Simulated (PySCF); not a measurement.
PbCl₂, SMILES [Cl][Pb][Cl] (connectivity only; charge and spin as stated), neutral, multiplicity 1.

Geometry optimised at ωB97X-D3(BJ)/def2-TZVP. The isomer is the one that the SMILES or the coordinates give; other isomers of the formula were not compared. The def2 effective core potentials stand for the cores of Pb; spin–orbit coupling is left out.

These are ωB97X-D3(BJ)/def2-TZVP (PySCF) values and carry that method's errors.

Frequencies are harmonic and unscaled.

Problem. Give all harmonic wavenumbers and intensities. (Estimate from the structure and the level; the computed values follow.)

Solution. 
```csv
mode,ν (cm⁻¹),IR (km/mol),Raman (Å⁴/amu),depolarisation,moving atoms (share of kinetic energy)
1,105,2.9,4.0,0.69,"Cl 88 %, Pb 12 %"
2,321,99.4,5.7,0.75,"Cl 84 %, Pb 16 %"
3,341,49.6,9.8,0.14,"Cl 86 %, Pb 14 %"
```
